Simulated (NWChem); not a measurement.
System: SiCl cation, singlet

Results from NWChem. Pople sets run with spherical d functions. Low-valent species are run as closed-shell singlets; no triplet was tried in these runs. All runs use the structure optimised with PBE0/def2-SVP. B3LYP is NWChem's, with the RPA form of VWN correlation. Core excitations by TDA in a window of 1s orbitals, non-relativistic and unshifted: absolute energies depend strongly on the exact-exchange share.

```tsv
level	first 1s excitation (eV)	dipole oscillator strength of the first	first state with f > 0.002 (eV)	dipole oscillator strength of that state
Si K edge, PBE/6-311G**	1779.2	0.0068	1779.2	0.0068
Si K edge, B3LYP/def2-TZVP	___	___	___	___
Cl K edge, PBE0/def2-TZVP	2763.5	0.0020	2767.0	0.0028
Cl K edge, B3LYP/6-311G**	2759.5	0.0019	2763.1	0.0026
```

### Question
What belongs in the gaps?

### Answer

- Si K edge, B3LYP/def2-TZVP, first 1s excitation (eV): 1796.9
- Si K edge, B3LYP/def2-TZVP, dipole oscillator strength of the first: 0.0087
- Si K edge, B3LYP/def2-TZVP, first state with f > 0.002 (eV): 1796.9
- Si K edge, B3LYP/def2-TZVP, dipole oscillator strength of that state: 0.0087
